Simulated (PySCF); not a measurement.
**Excited states of Au+ (gold, charge +1)**

Ground state [Xe] 4f14 5d10, ¹S. Calculation: PySCF 2.14, in aug-cc-pVTZ-PP with one added diffuse shell each of s, p, d, f, g type with ECP60MDF (7s7p6d4f3g, 113 functions); a scalar-relativistic core potential. Vertical excitation energies in eV without spin-orbit coupling; excited terms of each kind are numbered among those the solver found. Frozen: 5s2 5p6.

```csv
term,leading excitation,EOM-EE-CCSD
1 3D,5d → s,2.648
1 1D,5d → s,3.331
1 3P°,5d → p,9.107
1 3F°,5d → p,9.419
1 1F°,5d → p,9.656
1 1D°,5d → p,9.865
1 3D°,5d → p,9.928
1 1P°,5d → p,10.217
2 3D,5d → s,14.219
2 1D,5d → s,14.314
```

The spin-orbit splitting of the hole, absent here, rivals or exceeds the spacing of these terms, so the LS terms are model states.

The solver can miss terms. Rydberg members are limited by the diffuse functions of the basis.
